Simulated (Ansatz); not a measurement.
In(OH)2(SiH3) (H₅InO₂Si), SMILES [SiH3][In]([OH])[OH]. Atoms are numbered in the order given.

```xyz
9

In    -0.2450     0.0600    -0.1534
O     -1.6740    -1.3072    -0.4818
H     -2.3938    -0.9960    -1.0417
O     -0.5774     1.8290    -1.0363
H     -1.3935     1.8655    -1.5474
Si     1.8263    -0.4180     1.2520
H      2.3624     0.8524     1.8225
H      2.8678    -1.0435     0.3826
H      1.4845    -1.3588     2.3590
```
Charge 0, spin multiplicity 1.

The structure is a stationary point at PBE0-D3(BJ)/def2-SVP. The structure was generated by enumeration; whether it is a known compound was not checked. The def2 effective core potentials stand for the cores of In; spin–orbit coupling is left out. One conformer was computed; it need not be the lowest.

Two levels are set side by side: PBE-D3(BJ)/def2-SVP (Ansatz, a first-principles code) and PBE0-D3(BJ)/def2-SVP (Ansatz). Each level has its own optimised geometry; the coordinates shown are those of the second. Differences are taken from unrounded values.

```csv
quantity,PBE0-D3(BJ),PBE-D3(BJ),PBE-D3(BJ) minus PBE0-D3(BJ)
mean bond length (Å),1.620,1.637,0.016
bond In1–O2 (Å),2.005,2.033,0.028
bond In1–O4 (Å),2.005,2.033,0.028
bond In1–Si6 (Å),2.548,2.564,0.016
bond O2–H3 (Å),0.964,0.977,0.013
bond O4–H5 (Å),0.964,0.977,0.013
bond Si6–H7 (Å),1.492,1.503,0.010
bond Si6–H8 (Å),1.494,1.504,0.010
bond Si6–H9 (Å),1.492,1.503,0.010
```

GGA bonds tend to be longer and softer than those of functionals with exact exchange. Differences between two approximate levels are no errors against the true value.
